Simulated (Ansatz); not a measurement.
One change: `ClCC1=C[SiH2]1` becomes `C1=C[SiH2]1`.

Ansatz, PBE0-D4/def2-TZVP geometries, multiplicity 1. Each molecule was computed in one conformer, which needn't be the lowest.

| property | `ClCC1=C[SiH2]1` |
| --- | --- |
| HOMO energy (PBE/def2-TZVPP) / eV | -6.49 |
| HOMO energy (B3LYP/def2-TZVPP) / eV | -7.44 |
| HOMO–LUMO gap (B3LYP/def2-TZVPP) / eV | 6.66 |
| zero-point energy (PBE0-D4/def2-TZVP) / kJ/mol | 175.3 |
| HOMO energy (ωB97M-V/def2-TZVPP) / eV | -9.81 |
| ideal-gas entropy at 298 K and 1 bar (rigid rotor, harmonic PBE0-D4/def2-TZVP) / J/(mol·K) | 335 |

Give the same properties after the change, and the shifts. (Estimate.)

Computed: 
```json
{"property": "HOMO energy (PBE/def2-TZVPP) / eV", "`C1=C[SiH2]1`": "-6.34", "shift": "0.15"}
{"property": "HOMO energy (B3LYP/def2-TZVPP) / eV", "`C1=C[SiH2]1`": "-7.28", "shift": "0.16"}
{"property": "HOMO–LUMO gap (B3LYP/def2-TZVPP) / eV", "`C1=C[SiH2]1`": "6.80", "shift": "0.14"}
{"property": "zero-point energy (PBE0-D4/def2-TZVP) / kJ/mol", "`C1=C[SiH2]1`": "122.9", "shift": "-52.4"}
{"property": "HOMO energy (ωB97M-V/def2-TZVPP) / eV", "`C1=C[SiH2]1`": "-9.64", "shift": "0.17"}
{"property": "ideal-gas entropy at 298 K and 1 bar (rigid rotor, harmonic PBE0-D4/def2-TZVP) / J/(mol·K)", "`C1=C[SiH2]1`": "258", "shift": "-77"}
```

With PBE0 the HOMO rises by 0.16 eV and the LUMO rises by 0.32 eV, so the gap widens by about 0.16 eV. PBE moves the HOMO by 0.15 eV and ωB97M-V by 0.17 eV. The zero-point energy changes by -52.4 kJ/mol with -9 modes. Modes under 60 cm⁻¹, often nearly free rotors, make the harmonic entropy too high.

B3LYP here is the variant with VWN-RPA as its local correlation; programs differ in this.
